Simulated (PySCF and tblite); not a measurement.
Values are calculated unless marked as measured or tabulated.
System: C₃H₃BrN₂, numbered as in [Br:1][c:2]1[cH:3][n:4][nH:5][cH:6]1.

The path came from a restrained scan, a climbing-image band and a saddle search at GFN2-xTB; energies are PBE0/pcSseg-1 + D3(BJ)//B3LYP-D3(BJ)/def2-SVP, thermal terms GFN2-xTB. Rates follow Eyring's equation with the number of equivalent paths and no tunnelling. Programs: tblite and PySCF.

Tunnelling of the moving H, left out here, will speed the real process. In real samples such hydrogens mostly exchange between molecules or through solvent, far faster than by this path. Spin–orbit effects of heavy atoms on shieldings are missing.

(1) Estimate the barrier and the room-temperature rate of the shift of H on N5 from N5 to N4.

Answers

(1) The electronic barrier is 50.9 kcal/mol and ΔG‡(298 K) 46.7 kcal/mol, over a Cs saddle with an imaginary mode of 1597i cm⁻¹ (GFN2-xTB). With 2 equivalent paths, k is 6.9×10⁻²² s⁻¹.
